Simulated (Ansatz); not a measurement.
Reaction (cleavage of the Si–Si bond): `O[SiH](S)[SiH2][SiH3]` + CH₃SH → `CS[SiH2][SiH3]` + `O[SiH2]S`

Calculated with Ansatz (gas phase, PBE0-D4/def2-TZVP geometries, no zero-point term in ΔE). CBS: MP2 limit from def2 TZ/QZ plus the TZ coupled-cluster correction, frozen cores. This one scheme is used for every species. Functionals use def2-TZVPP. B3LYP here is the variant with VWN-RPA as its local correlation; programs differ in this. One conformer a species, not always the lowest.

`O[SiH](S)[SiH2][SiH3]`:

Cartesian coordinates in Å:
```
O -2.735 -0.235 0.792
Si -1.154 0.223 0.791
S -0.884 2.310 0.354
Si -0.056 -0.987 -0.873
Si 2.208 -0.400 -0.834
H -3.355 0.302 1.290
H -0.539 0.022 2.133
H -0.731 2.670 1.639
H -0.646 -0.647 -2.198
H -0.220 -2.449 -0.638
H 2.998 -1.278 -1.738
H 2.373 1.012 -1.266
H 2.741 -0.544 0.548
```

CH₃SH:

Z-matrix (Å, degrees):
```
C
S 1 1.806
H 1 1.089 2 111.5
H 1 1.089 2 111.5 3 -123.8
H 1 1.090 2 106.2 3 118.1
H 2 1.342 1 97.1 3 61.9
```

`CS[SiH2][SiH3]`:

Z-matrix (Å, degrees):
```
C
S 1 1.816
H 1 1.090 2 111.0
H 1 1.090 2 111.0 3 -122.6
H 1 1.090 2 106.8 3 118.7
Si 2 2.128 1 100.1 3 61.3
Si 6 2.338 2 107.2 1 -179.9
H 6 1.491 2 110.5 1 -59.0
H 6 1.491 2 110.5 1 59.2
H 7 1.486 6 110.2 2 -59.9
H 7 1.488 6 109.4 2 -179.7
H 7 1.486 6 110.2 2 60.6
```

`O[SiH2]S`:

Z-matrix (Å, degrees):
```
Si
S 1 2.133
O 1 1.642 2 113.5
H 1 1.478 2 111.7 3 117.8
H 1 1.484 2 102.9 3 -122.0
H 2 1.344 1 94.6 3 -65.2
H 3 0.959 1 117.2 2 -51.2
```

```csv
level,ΔE (eV)
PBE-D4,-0.47
B2PLYP,-0.61
PBE0,-0.53
B3LYP,-0.59
SCS-MP2/def2-TZVPP,-0.66
CCSD/def2-TZVPP,-0.58
CCSD(T)/def2-TZVPP,-0.57
HF/def2-QZVPP,-0.70
```

**Question.** What does CCSD(T)/CBS give? (An estimate is asked.)

**Answer.** Ansatz gave: -0.59 eV. The listed levels differ from it by 0.12, -0.02, 0.06, 0.00, -0.07, 0.01, 0.02, -0.11 eV.

Largest T1 diagnostic among the species: 0.013.

From PBE to PBE0 (25 % exact exchange), in def2-TZVPP and without D4, ΔE moves by −0.04 eV. The D4 term adds +0.04 eV with B3LYP and +0.02 eV with PBE0; it sums over pairs of atoms, weighted by their polarisabilities, and B3LYP, whose exchange is more repulsive, gets the larger term. In def2-TZVPP, CCSD(T) changes the Hartree–Fock value by +0.13 eV (the triples alone add +0.01 eV) and MP2 by +0.04 eV.
